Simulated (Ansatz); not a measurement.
A CCSD(T) single point on `B[Si](C)(C)F`.

```yaml
crystal:
  periodic: [false, false, false]
  atoms:
    - {symbol: B, position_ang: [-0.667572, 1.885677, -0.281004]}
    - {symbol: Si, position_ang: [0.277008, 0.114541, -0.375853]}
    - {symbol: C, position_ang: [1.231717, -0.211525, 1.196941]}
    - {symbol: C, position_ang: [-0.938927, -1.263989, -0.711676]}
    - {symbol: F, position_ang: [1.348240, 0.099112, -1.585613]}
    - {symbol: H, position_ang: [-1.497454, 2.065390, 0.565352]}
    - {symbol: H, position_ang: [-0.456325, 2.795613, -1.027861]}
    - {symbol: H, position_ang: [1.978919, 0.563178, 1.383394]}
    - {symbol: H, position_ang: [1.751176, -1.171399, 1.129378]}
    - {symbol: H, position_ang: [0.558637, -0.247488, 2.057512]}
    - {symbol: H, position_ang: [-0.413974, -2.221226, -0.774293]}
    - {symbol: H, position_ang: [-1.678135, -1.331937, 0.090748]}
    - {symbol: H, position_ang: [-1.472911, -1.110745, -1.652224]}
basis:
  gaussian: {orbitals: def2-TZVPP}
correlation: {method: ccsd_t}
```

```sh
$ ansatz run in.yaml --threads 4 --pin off --events-out ev --progress --plain --max-ram 10444MiB
```

Log, shortened:

```
Functional definition: HF
1612 factors; integrals over basis functions are off by at most 1.1e-3 eV
mean field evaluation 1: about -13427.4657 eV, gradient 4.1e1 eV
mean field evaluation 2: about -13427.6552 eV, gradient 4.1e1 eV
mean field evaluation 4: about -13431.5955 eV, gradient 4.2e0 eV
mean field evaluation 8: about -13431.6623 eV, gradient 2.3e-1 eV
mean field -13431.66249728 eV, -493.6044924671 hartree, gradient 6.1e-6 eV, S^2 0.000000; 0 other end points of the search recorded, 0 dependent functions left out
9 core orbitals not correlated: weight in the atoms' cores, before any rotation towards them, 1.000 or more for the frozen orbitals, at most 0.000 for the correlated occupied ones
reference -13431.66249728 eV, -493.6044924671 hartree; 15, 15 occupied and 254, 254 virtual orbitals, 1612 factors
second order -22.42664789 eV of doubles, -0.00000000 eV of singles
cycle   1  -23.28010773 eV  change   -8.5e-1 eV  update   9.7e-2
cycle   2  -23.80482254 eV  change   -5.2e-1 eV  update   2.9e-2
cycle   3  -23.91789533 eV  change   -1.1e-1 eV  update   1.4e-2
cycle   4  -23.91129671 eV  change    6.6e-3 eV  update   3.3e-3
cycle   5  -23.90980592 eV  change    1.5e-3 eV  update   1.4e-3
cycle   6  -23.91004428 eV  change   -2.4e-4 eV  update   5.6e-4
cycle   7  -23.90983509 eV  change    2.1e-4 eV  update   2.3e-4
cycle   8  -23.90980262 eV  change    3.2e-5 eV  update   9.2e-5
cycle   9  -23.90984242 eV  change   -4.0e-5 eV  update   3.4e-5
cycle  10  -23.90984390 eV  change   -1.5e-6 eV  update   1.1e-5
perturbative correction -0.80896814 eV, -0.0297290308 hartree
Total energy: -13456.38130932 eV, -494.5128920547 hartree
```

It took 2.7 min on 4 threads of an Arm Neoverse V2 on a shared host, with 7.9 GiB of host memory at the peak.

MP2 recovers 90.7 % of the CCSD(T) correlation energy and the triples give 3.3 %; T1 = 0.0107.
